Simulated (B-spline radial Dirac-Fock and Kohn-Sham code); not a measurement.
X-ray form factors of neutral atoms, K to Nb

The computed values come from a radial finite-basis atomic code: Dirac-Fock densities. f₀ is given at the stated s = sin θ/λ in Å⁻¹. J(0) is the peak of the Compton profile.

| Z | element | f₀(0.05) | f₀(0.9) | f₀(1.4) | f₀(1.6) | f₀(1.8) | J(0) (a.u.) |
| --- | --- | --- | --- | --- | --- | --- | --- |
| 19 | K | 18.204 | 5.406 | 3.045 | 2.449 | 2.032 | 6.879 |
| 20 | Ca | 19.091 | 5.717 | 3.391 | 2.732 | 2.249 | 7.844 |
| 21 | Sc | 20.131 | 5.975 | 3.723 | 3.022 | 2.484 | 7.641 |
| 22 | Ti | 21.171 | 6.200 | 4.039 | 3.315 | 2.734 | 7.480 |
| 23 | V | 22.208 | 6.406 | 4.334 | 3.604 | 2.991 | 7.344 |
| 24 | Cr | 23.327 | 6.607 | 4.598 | 3.874 | 3.244 | 6.218 |
| 25 | Mn | 24.274 | 6.808 | 4.850 | 4.144 | 3.506 | 7.116 |
| 26 | Fe | 25.303 | 7.023 | 5.071 | 4.388 | 3.753 | 7.019 |
| 27 | Co | 26.330 | 7.258 | 5.270 | 4.613 | 3.989 | 6.930 |
| 28 | Ni | 27.356 | 7.519 | 5.451 | 4.819 | 4.211 | 6.848 |
| 29 | Cu | 28.448 | 7.799 | 5.618 | 5.005 | 4.413 | 5.882 |
| 30 | Zn | 29.401 | 8.132 | 5.775 | 5.180 | 4.610 | 6.700 |
| 31 | Ga | 30.304 | 8.509 | 5.926 | 5.342 | 4.792 | 6.879 |
| 32 | Ge | 31.276 | 8.936 | 6.077 | 5.493 | 4.961 | 6.980 |
| 33 | As | 32.272 | 9.410 | 6.231 | 5.636 | 5.117 | 7.052 |
| 34 | Se | 33.278 | 9.926 | 6.395 | 5.775 | 5.262 | 7.107 |
| 35 | Br | 34.289 | 10.478 | 6.574 | 5.914 | 5.398 | 7.151 |
| 36 | Kr | 35.303 | 11.056 | 6.773 | 6.057 | 5.529 | 7.187 |
| 37 | Rb | 35.948 | 11.644 | 6.997 | 6.209 | 5.656 | 9.085 |
| 38 | Sr | 36.801 | 12.229 | 7.249 | 6.375 | 5.785 | 10.15 |
| 40 | Zr | 38.846 | 13.370 | 7.840 | 6.766 | 6.064 | 9.754 |
| 41 | Nb | 39.967 | 13.923 | 8.177 | 6.996 | 6.222 | 8.558 |
